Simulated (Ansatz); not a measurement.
The first iterations of a band of C₃H₄BF (9 atoms, charge 0, multiplicity 1).

The calculation used Ansatz 0.2.0, RKS B3LYP-D4/6-31G*.

| Property | Result |
| --- | --- |
| movable images | 5 |
| climbing image | yes |
| spring | 5.0 eV/Å² |
| optimiser | quadratic models (default) |
| start path | through a guess of the saddle point |
| force threshold | 0.05 eV/Å |
| iteration limit | 60 |
| end points | relaxed |

First end point:

```xyz
9
Properties=species:S:1:pos:R:3
C 1.010 -0.761 -0.805
C 0.267 -0.719 0.312
C -0.675 0.319 0.731
B -1.032 1.503 0.090
F -1.396 2.610 -0.459
H 0.978 0.027 -1.557
H 1.677 -1.592 -1.005
H 0.359 -1.551 1.010
H -1.187 0.163 1.682
```

Last end point:

```xyz
9
Properties=species:S:1:pos:R:3
C 1.117 -1.076 -0.664
C 0.233 -0.528 0.183
C -0.465 0.734 -0.028
B -1.387 1.343 0.819
F -2.243 1.933 1.580
H 1.384 -0.597 -1.604
H 1.601 -2.022 -0.441
H 0.009 -1.059 1.109
H -0.249 1.272 -0.953
```

| iteration | highest image above the first end (eV) | largest band force component (eV/Å) |
| --- | --- | --- |
| 1 | 77.647 | 443.991 |
| 2 | 31.889 | 190.523 |
| 3 | 18.399 | 107.942 |
| 4 | 8.524 | 51.054 |
| 5 | 3.866 | 23.904 |

Question: Does the band converge within its limit, and where does its top end?

Answer: The forces met the threshold. It ended after 16 iterations with the highest image 0.208 eV above the first end. A vibrational analysis at the climbing image gives one clearly imaginary mode, 176i cm⁻¹: a first-order saddle point.

Run time: 2.4 min on 2 threads of Arm Neoverse V1, with other jobs on the host, peak memory 0.16 GiB.
